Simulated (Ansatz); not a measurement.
The inner images of a band of AlClF$_{2}$H$_{2}$ (6 atoms, charge 0, multiplicity 1) are given out of order.

These are results of RKS B3LYP-D4/def2-SVP (Ansatz), not measurements.

First end point:

```xyz
6
Properties=species:S:1:pos:R:3
Al 0.002 0.144 0.050
H -0.004 0.758 1.494
F 1.415 0.087 -0.828
F -1.419 0.009 -0.807
Cl 0.077 -2.357 0.903
H 0.077 -2.022 2.155
```

Last end point:

```xyz
6
Properties=species:S:1:pos:R:3
Al 0.024 -0.672 -0.179
H 0.005 0.264 1.866
F 1.421 0.148 -0.505
F -1.419 0.077 -0.479
Cl 0.080 -2.715 0.229
H 0.038 -0.483 2.036
```

Question: Put them in order from the first end to the last, with their energies above the first end.
A.
```xyz
6
Properties=species:S:1:pos:R:3
Al 0.011 -0.165 0.059
H 0.016 0.122 1.681
F 1.439 0.139 -0.725
F -1.443 0.064 -0.702
Cl 0.076 -2.383 0.939
H 0.050 -1.158 1.715
```
B.
```xyz
6
Properties=species:S:1:pos:R:3
Al 0.021 -0.567 -0.127
H 0.016 0.107 1.855
F 1.415 0.197 -0.585
F -1.417 0.122 -0.567
Cl 0.078 -2.573 0.503
H 0.037 -0.667 1.889
```
C.
```xyz
6
Properties=species:S:1:pos:R:3
Al 0.007 -0.013 0.072
H 0.009 0.326 1.621
F 1.431 0.117 -0.773
F -1.435 0.040 -0.751
Cl 0.078 -2.412 0.955
H 0.059 -1.439 1.845
```
D.
```xyz
6
Properties=species:S:1:pos:R:3
Al 0.004 0.068 0.056
H 0.003 0.536 1.556
F 1.423 0.098 -0.812
F -1.427 0.020 -0.790
Cl 0.078 -2.389 0.925
H 0.068 -1.714 2.033
```
E.
```xyz
6
Properties=species:S:1:pos:R:3
Al 0.017 -0.384 -0.019
H 0.019 0.011 1.774
F 1.429 0.184 -0.668
F -1.433 0.110 -0.647
Cl 0.075 -2.440 0.760
H 0.042 -0.862 1.769
```

Answer: D (+0.04 eV), C (+0.16 eV), A (+0.31 eV), E (-0.36 eV), B (-0.97 eV).

Time of the run: 3 min on 1 thread of Arm Neoverse V2, with other jobs on the host, peak memory 0.14 GiB.
